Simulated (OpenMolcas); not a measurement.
## Ar5+: the spin-orbit constant, worked from levels

| Quantity | Value |
| --- | --- |
| Program | OpenMolcas |
| Basis | ANO-R2 [5s4p3d1f] |
| Scalar Hamiltonian | X2C, finite nucleus |
| Active space | 3 electrons in 4 orbitals (3s 3p) |
| State averaging | 2S+1 = 4 odd, 1 root; 2S+1 = 2 odd, 11 roots; 2S+1 = 4 even, 3 roots; 2S+1 = 2 even, 9 roots |
| Spin-orbit coupling | state interaction with AMFI integrals over the reference wave functions, term energies averaged over their components |

Methods: CASSCF; MS-CASPT2, IPEA 0.25 Eh, imaginary shift 0.1 Eh (closed shells correlated: 2s 2p). Measured levels: Saloman, J. Phys. Chem. Ref. Data 39, 033101 (2010).

**The spin-orbit constant.** For the Hund term 2P* of p1, E(J) = (A/2) J(J+1) + constant and ζ = 2S·A = A. From J = 1/2 to J = 3/2 the energy changes by 1.5 A.

```
   Source  E(3/2) - E(1/2)       A     ζ
   CASSCF           2058.4  1372.3  1372
MS-CASPT2           2068.8  1379.2  1379
 measured           2207.9  1471.9  1472
```

All in cm-1. MS-CASPT2 is off by -6.3 % and CASSCF by -6.8 %. Both methods take the spin-orbit matrix elements from the reference wave functions, so the second can move ζ only through the term energies and any multistate remixing.

Over all roots computed the reference weight is 0.88 to 0.99 in MS-CASPT2; the roots of lowest weight are the least certain, and an intruder state may touch them. Computed and measured levels are paired by configuration, term and J; levels that our copy of the source lacks, or whose pairing is in doubt (as where it misses far off the trend of its configuration), stay unpaired and out of the deviations. Levels of configurations outside the active space are missing.

* marks odd parity.
